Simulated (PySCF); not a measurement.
Computed shifts of a molecule C4H13NSi, B3LYP/pcSseg-1 (PySCF), GIAO, gas phase, atoms alike by connectivity averaged where their shifts nearly agree, in ppm (number of nuclei): ¹³C: 56.0 (1), 31.3 (1), 24.5 (1), 22.9 (1). ¹⁵N: 35.6 (1). ²⁹Si: -47.6 (1). ¹H: 4.84 (3), 3.32 (1), 2.73 (3), 1.44 (6). References: ¹³C against TMS (σ = 181.3 ppm); ¹⁵N against NH3 (σ = 265.5 ppm); ²⁹Si against TMS (σ = 338.7 ppm); ¹H against TMS (σ = 31.68 ppm), references at their B3LYP-D3(BJ)/def2-TZVP geometries, non-relativistic. The structure is a stationary point at B3LYP-D3(BJ)/def2-SVP. One conformer was computed; it need not be the lowest.

Task: Which molecule gave these data?
A. CC[SiH2][C@H](C)N
B. CCNC[SiH2]C
C. CCC[Si@H](C)N
D. CC(C)N(C)[SiH3]

Result: D, CC(C)N(C)[SiH3]
